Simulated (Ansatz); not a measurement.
Reaction (hydrogenolysis of the Sn–S bond): `C[S][SnH]([CH3])[F]` + H₂ → `[CH3][SnH2][F]` + CH₃SH

Computed with Ansatz on PBE0-D4/def2-TZVP structures; ΔE is electronic, products minus reactants. CCSD(T)/CBS is the MP2 limit (def2-TZVPP, def2-QZVPP) plus CCSD(T) − MP2 in def2-TZVPP, frozen cores. This one scheme is used for every species. DFT in def2-TZVPP. Elements past krypton have def2 core potentials. For Sn outer-core shells are correlated without core-valence functions, which leaves a few kJ/mol of doubt a bond. One conformer a species, not always the lowest.

```
           level  ΔE (kcal/mol)
       revPBE-D4           13.6
         BLYP-D4           13.1
             PBE           10.5
       CAM-B3LYP            7.4
    MP2/def2-SVP           10.6
   CCSD/def2-SVP            7.4
CCSD(T)/def2-SVP            8.5
 CCSD/def2-TZVPP            8.8
```

Question: What does CCSD(T)/CBS give? (An estimate is asked.)

Answer: Ansatz gave: +12.9 kcal/mol. The listed levels differ from it by 0.7, 0.2, -2.4, -5.5, -2.3, -5.5, -4.4, -4.1 kcal/mol.

Question: What do rigid-rotor, harmonic-oscillator terms from PBE0-D4/def2-TZVP frequencies (298.15 K, 1 bar) make of the CCSD(T)/CBS value? (An estimate is asked.)

Answer: Ansatz gave: ΔZPE = +2.3 kcal/mol, ΔH = +13.6 kcal/mol, ΔS = 31 J/(mol·K), ΔG = +11.4 kcal/mol. Modes under 50 cm⁻¹ make the entropy rough.

Largest T1 diagnostic among the species: 0.013.

From BLYP to BHLYP (50 % exact exchange), in def2-TZVPP and without D4, ΔE moves by −1.7 kcal/mol. In def2-TZVPP, CCSD(T) changes the Hartree–Fock value by +5.6 kcal/mol (the triples alone add +1.6 kcal/mol) and MP2 by +8.4 kcal/mol.
